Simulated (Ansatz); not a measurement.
Ansatz (a program for electronic structure) job for C₃H₃, SMILES C#C[CH2], multiplicity 2, CAM-B3LYP/def2-TZVPD. Geometry optimised at r2SCAN-D4/def2-TZVP. The isomer is the one that the SMILES or the coordinates give; other isomers of the formula were not compared.

Ansatz 0.2 input:
```yaml
crystal:
  periodic: [false, false, false]
  atoms:
    - {symbol: C, position_ang: [-0.00000000, -0.00000000, 1.33742679]}
    - {symbol: C, position_ang: [-0.00000000, -0.00000000, 0.11302631]}
    - {symbol: C, position_ang: [-0.00000000, 0.00000000, -1.24912215]}
    - {symbol: H, position_ang: [0.00000000, 0.00000000, 2.40039087]}
    - {symbol: H, position_ang: [0.00000000, -0.93003181, -1.80418830]}
    - {symbol: H, position_ang: [0.00000000, 0.93003180, -1.80418830]}
basis:
  gaussian:
    orbitals: def2-TZVPD
hamiltonian:
  xc: {name: CAM-B3LYP}
magnetization: {spin_polarized: true, initial_magnetization: 1}
```

Output:

```
WARN ansatz: RAYON_NUM_THREADS=1 ignored (pool sized by the plan → 1); use --threads N
Functional definition: CAM-B3LYP
integrals: 0.04 GiB planned
675 factors; their error is unknown
integrals: 0.07 GiB planned
294 factors; integrals over basis functions are off by at most 1.8e-5 eV
mean field: 0.60 GiB planned
mean field evaluation 1: about -3152.3270 eV, gradient 2.7e1 eV
mean field evaluation 2: about -3153.8475 eV, gradient 2.0e1 eV
mean field evaluation 4: about -3155.8653 eV, gradient 1.8e0 eV
mean field evaluation 8: about -3155.8802 eV, gradient 3.5e-1 eV
mean field evaluation 16: about -3155.8809 eV, gradient 1.3e-4 eV
mean field -3155.88086346 eV, -115.9764825991 hartree, gradient 5.9e-5 eV, S^2 0.780751; 0 other end points of the search recorded, 0 dependent functions left out
reference -3155.88097285 eV, -115.9764866191 hartree; 11, 10 occupied and 127, 128 virtual orbitals, 675 factors
Total energy: -3155.88097285 eV, -115.9764866191 hartree
```

Self-consistency was reached.
